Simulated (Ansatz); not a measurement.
Geometry optimisation, Ansatz, RKS PBE-D4/STO-3G.

input.yaml

```yaml
crystal:
  periodic: [false, false, false]
  atoms:
    - { symbol: C, position_ang: [0.4058, 0.1686, -1.7394] }
    - { symbol: C, position_ang: [0.8694, 0.2991, -0.3133] }
    - { symbol: "N", position_ang: [2.234, -0.1768, -0.3129] }
    - { symbol: Si, position_ang: [-0.0887, -0.6276, 0.9593] }
    - { symbol: Si, position_ang: [-2.2144, 0.3748, 1.1648] }
    - { symbol: H, position_ang: [-0.6522, 0.646, -1.841] }
    - { symbol: H, position_ang: [1.029, 0.7836, -2.4283] }
    - { symbol: H, position_ang: [0.3595, -0.8049, -2.1171] }
    - { symbol: H, position_ang: [0.8942, 1.3748, 0.0235] }
    - { symbol: H, position_ang: [2.6649, -0.1097, 0.6629] }
    - { symbol: H, position_ang: [2.3015, -1.1621, -0.5452] }
    - { symbol: H, position_ang: [-0.2815, -2.0527, 0.5547] }
    - { symbol: H, position_ang: [0.513, -0.6114, 2.2509] }
    - { symbol: H, position_ang: [-2.14232, 1.77676, 1.60409] }
    - { symbol: H, position_ang: [-3.01611, -0.3825, 2.16045] }
    - { symbol: H, position_ang: [-2.98653, 0.30941, -0.10895] }
basis:
  gaussian: { orbitals: STO-3G }
hamiltonian:
  xc: pbe
  dispersion: d4
relax:
  f_tol: 0.015
  max_steps: 40
```

Run as:

```bash
$ ansatz run input.yaml --threads 1 --pin off --max-ram 2048MiB --backend cpu --events-out ev --progress --plain --runs-dir out
```

**Question.** Where does it end, and by what steps?

**Answer.** The forces met the threshold. Limits of this set-up: minimal basis. After 5 steps the energy has fallen by 0.871 eV; N3 moved furthest, 0.16 Å.

```tsv
step	energy less start (eV)	largest force component (eV/Å)	accepted
0	0.0000	4.512	yes
1	-0.7090	1.050	yes
2	-0.8413	0.726	yes
3	-0.8632	0.401	yes
4	-0.8705	0.102	yes
5	-0.8712	0.014	yes
```

```xyz
16
Properties=species:S:1:pos:R:3
C 0.347 0.242 -1.742
C 0.933 0.319 -0.297
N 2.391 -0.175 -0.359
Si -0.186 -0.582 0.974
Si -2.249 0.313 1.155
H -0.657 0.705 -1.788
H 1.010 0.772 -2.451
H 0.258 -0.810 -2.076
H 1.001 1.394 -0.016
H 2.699 -0.178 0.671
H 2.289 -1.232 -0.528
H -0.263 -1.983 0.578
H 0.502 -0.546 2.259
H -2.179 1.709 1.562
H -3.046 -0.398 2.144
H -2.961 0.257 -0.113
```

The run took 86 s on 1 CPU thread of a shared host.
